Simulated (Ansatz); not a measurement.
Coupled-cluster diagnostics for [Cu(N2)2]+ (CuN4⁺), Ansatz.

Geometry of the singlet (PBE-D4/def2-SVP):

```xyz
5

Cu    0.000   -0.002   -0.003
N    -1.814    0.385   -0.258
N    -2.893    0.615   -0.410
N     1.814   -0.386    0.258
N     2.893   -0.613    0.412
```

Correlated methods freeze 13 core orbitals.

**Question.** Estimate the CCSD(T) correlation energy, the shares of MP2 and (T), T1 and the reference's ⟨S²⟩ for: charge 1, singlet, own geometry in def2-TZVPP; and the rough time on 2 threads of Arm Neoverse V2 on a shared host.

**Answer.** 
```csv
state,basis,correlation (eV),MP2 share (%),(T) share (%),T1,⟨S²⟩ (pure),wall time
"charge 1, singlet, own geometry",def2-TZVPP,-33.742,101.7,4.8,0.021,0.00 (0.00),78 s
```
Customary marks for T1 are 0.02 (closed shells), 0.045 (open shells) and about 0.05 (3d metals). T1 exceeds 0.02 in 1 of 1 rows and 0.045 in 0; the higher it lies, the less the single-reference result can be trusted.
